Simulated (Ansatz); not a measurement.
System: sum formula TaO2F, charge 0, multiplicity 1. 
Geometry from a B3LYP-D3(BJ)/def2-TZVP (Ansatz, a first-principles code) optimisation:
```
Ta
O 1 1.7404
O 1 1.7404 2 106.86
F 1 1.9028 2 109.70 3 -118.87
```

Total electronic energies in hartree. Correlated levels leave the core frozen unless marked. No spin-orbit coupling. Frozen are the shells of the preceding noble gas and the d and f shells that filled before the atom's block. Past Kr the def2 sets carry scalar-relativistic core potentials. Basis-set limits of correlation are two-point, X^-3; Hartree-Fock from the larger set. [CCSD(T)-MP2]/basis is that difference in the basis named.

The T1 diagnostic of CCSD in the largest basis is 0.027, which is high, so the coupled-cluster rows are less sure than usual.

```
level                                                                 program  energy (Eh)
-------------------------------------------------------------  --------------  -----------
HF/def2-QZVPP                                                          Ansatz   -305.78665
RI-HF/def2-QZVPP                                                       Ansatz   -305.78659
B97M-V/def2-TZVPD                                                      Ansatz   -307.48416
PBE0-D4/def2-TZVPD                                             Ansatz + dftd4   -307.29365
BHLYP/def2-TZVPD                                                       Ansatz   -307.30934
HSE06-D3(BJ)/def2-TZVPD                                        Ansatz + dftd3   -307.28220
CAM-B3LYP-D3(BJ)/def2-TZVPD                                    Ansatz + dftd3   -307.44355
CAM-B3LYP/def2-TZVPD                                                   Ansatz   -307.44158
LC-wPBE-D3(BJ)/def2-TZVPD                                      Ansatz + dftd3   -307.42270
wB97M-V/def2-TZVPD                                                     Ansatz   -307.40929
wB97X-V/def2-TZVPD                                                     Ansatz   -307.43515
wB97X/def2-TZVPD                                                       Ansatz   -307.50581
B2GP-PLYP-D4/def2-TZVPD                                        Ansatz + dftd4   -307.16079
B2PLYP-D3(BJ)/def2-TZVPD                                       Ansatz + dftd3   -307.25469
MP2/def2-SVPD                                                          Ansatz   -306.23457
RI-MP2/def2-QZVPP                                                      Ansatz   -306.78930
RI-MP2/CBS(def2-TZVPPD,def2-QZVPPD)                                    Ansatz    -306.8377
SCS-MP2/def2-SVPD                                                      Ansatz   -306.19178
SCS-MP2/def2-TZVPP                                                     Ansatz   -306.66847
CCSD/def2-SVP                                                          Ansatz   -306.14178
CCSD/def2-SVPD                                                         Ansatz   -306.19117
RI-MP2/CBS(def2-TZVPP,def2-QZVPP)+[CCSD(T)-MP2]/def2-SVP               Ansatz    -306.8301
RI-MP2/CBS(def2-TZVPPD,def2-QZVPPD)+[CCSD(T)-MP2]/def2-TZVPPD          Ansatz    -306.8381
```

Totals of different functionals don't rank their quality; only differences between species are comparable.
